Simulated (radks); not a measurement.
Charge is removed step by step from the 2p level of the fluorine ion F+, starting from [He] 2s2 2p4. Method: scalar-relativistic Kohn-Sham, PBE, spin-unpolarised, spherical densities, point nucleus; computed with a radial shooting solver on a logarithmic mesh with Libxc functionals.

| removed (e) | E - E(0) (eV) | eigenvalue (eV) | E minus straight line (eV) |
|---|---|---|---|
| 0 | 0.000 | -28.309 | 0.000 |
| 0.1 | 2.926 | -30.230 | -0.912 |
| 0.2 | 6.047 | -32.186 | -1.630 |
| 0.3 | 9.364 | -34.175 | -2.151 |
| 0.4 | 12.883 | -36.197 | -2.471 |
| 0.5 | 16.605 | -38.252 | -2.588 |
| 0.6 | 20.534 | -40.339 | -2.497 |
| 0.7 | 24.673 | -42.458 | -2.196 |
| 0.8 | 29.026 | -44.609 | -1.682 |
| 0.9 | 33.595 | -46.790 | -0.951 |
| 1 | 38.385 | -49.003 | 0.000 |

Removing the whole electron costs 38.385 eV by Delta-SCF, against 28.309 eV from minus the eigenvalue at the starting occupation. Slater's transition state (half an electron removed) gives 38.252 eV. Integrating minus the eigenvalue over the occupation (Janak's theorem) gives 38.386 eV. In this scalar-relativistic scheme the density is built from large components alone, so the theorem holds only approximately. The mean slope of the eigenvalue, de/dn, is 20.7 eV per electron. Ionisation energy of F+ in the NIST Atomic Spectra Database: 34.971 eV (measured).

Beside tabulated values, note that spin-unpolarised runs miss the spin-polarisation part of the exchange energy of open shells.
